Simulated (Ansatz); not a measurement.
```yaml
crystal:
  periodic: [false, false, false]
  atoms:
    - {symbol: Ti, position_ang: [-0.048238, 1.120393, 0.419575]}
    - {symbol: O, position_ang: [0.540521, -0.739117, 0.327791]}
    - {symbol: O, position_ang: [-0.492283, -0.381276, -0.747356]}
basis:
  gaussian: {orbitals: def2-TZVPD, fitting: {mean_field: def2-universal-jkfit}, nuclear_model: gaussian}
total_charge: -1
magnetization: {spin_polarized: true, initial_magnetization: 1}
hamiltonian: {xc: {name: CAM-B3LYP}, dispersion: d3bjatm}
scf: {lower_state_search: full}
```

```sh
$ ansatz run in.yaml --threads 2 --pin off --events-out ev --progress --plain --max-ram 4352MiB
```

Shortened log:

```
Functional definition: CAM-B3LYP
418 factors; integrals over basis functions are off by at most 8.8e-1 eV
418 factors; integrals over basis functions are off by at most 1.0e-3 eV
mean field evaluation 1: about -27206.6045 eV, gradient 1.9e1 eV
mean field evaluation 2: about -27206.6074 eV, gradient 1.9e1 eV
mean field evaluation 4: about -27208.0286 eV, gradient 8.2e0 eV
mean field evaluation 8: about -27208.3448 eV, gradient 3.7e-1 eV
mean field evaluation 16: about -27208.4776 eV, gradient 1.1e-1 eV
mean field evaluation 32: about -27208.2943 eV, gradient 1.2e-1 eV
mean field evaluation 64: about -27208.1966 eV, gradient 4.5e0 eV
mean field evaluation 96: about -27167.6312 eV, gradient 8.3e1 eV
mean field evaluation 128: about -27208.4616 eV, gradient 7.2e-1 eV
mean field evaluation 160: about -27207.6096 eV, gradient 7.4e-4 eV
mean field evaluation 192: about -27208.0641 eV, gradient 3.7e-1 eV
mean field evaluation 224: about -27207.1099 eV, gradient 7.7e-1 eV
mean field evaluation 256: about -27207.4506 eV, gradient 1.1e0 eV
mean field evaluation 288: about -27208.4472 eV, gradient 5.8e-1 eV
mean field -27208.47794873 eV, -999.8931220471 hartree, gradient 5.8e-6 eV, S^2 1.311089; 13 other end points of the search recorded, 0 dependent functions left out
reference -27208.47805277 eV, -999.8931258705 hartree; 20, 19 occupied and 108, 109 virtual orbitals, 418 factors
Total energy: -27208.50672398 eV, -999.8941795179 hartree
```

It took 57 s on 2 threads of Intel Xeon Platinum 8259CL on a shared host.

The charge -1 doublet is spin-contaminated (final ⟨S²⟩ up to 1.31, 0.75 for a pure state).
